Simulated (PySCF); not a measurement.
**Computed properties of Te(OMe)(NH2) (CH5NOTe), SMILES CO[Te]N**

Te(OMe)(NH2) (CH5NOTe), SMILES CO[Te]N. Geometry optimised at B3LYP-D3(BJ)/def2-SVP. This is a generated structure with no PubChem entry under its InChIKey; it may be hypothetical. The def2 effective core potentials stand for the cores of Te; spin–orbit coupling is left out. The values are those of a single conformer. All values are computed for the isolated molecule unless a solvent is named; none is compared with measurement here.

**Structure.** All 21 harmonic modes at B3LYP-D3(BJ)/def2-SVP (PySCF) are real, so it is a minimum. With heavy atoms numbered as in [Te:1]([O:2][CH3:3])[NH2:7], the shortest bond between them is O2–C3 at 1.409 Å and the longest Te1–N7 at 2.026 Å.

**Vibrations.** The strongest infrared lines (harmonic, unscaled, degenerate partners summed) lie at 482 cm⁻¹ (213 km/mol, N 56 %, H 37 %), 1082 cm⁻¹ (144 km/mol, O 50 %, C 46 %), 2965 cm⁻¹ (88 km/mol, H 97 %). The softest mode is at 81 cm⁻¹ and the zero-point energy is 41.9 kcal/mol.

**Electronic structure.** PBE0/def2-TZVP (PySCF) places the frontier levels at -6.15 and -1.25 eV, a gap of 4.90 eV, and gives a dipole moment of 1.55 D and a mean polarisability of 61.5 bohr³. PBE/def2-TZVP (PySCF) at the same geometry gives -5.02 and -2.09 eV, so its gap is 1.97 eV narrower. An orbital gap is neither the optical nor the fundamental gap.

**Excitations.** TDDFT-CAM-B3LYP/def2-SVPD (PySCF) has S1 at 3.35 eV (370 nm, f = 0.001, dark); the most intense of the 10 singlets computed lies at 6.57 eV (f = 0.12). T1 (TDA) is at 2.63 eV. TDDFT-PBE/def2-SVPD (PySCF) puts S1 at 3.22 eV. No vertical singlet excitation falls in the visible range (under 3.1 eV).
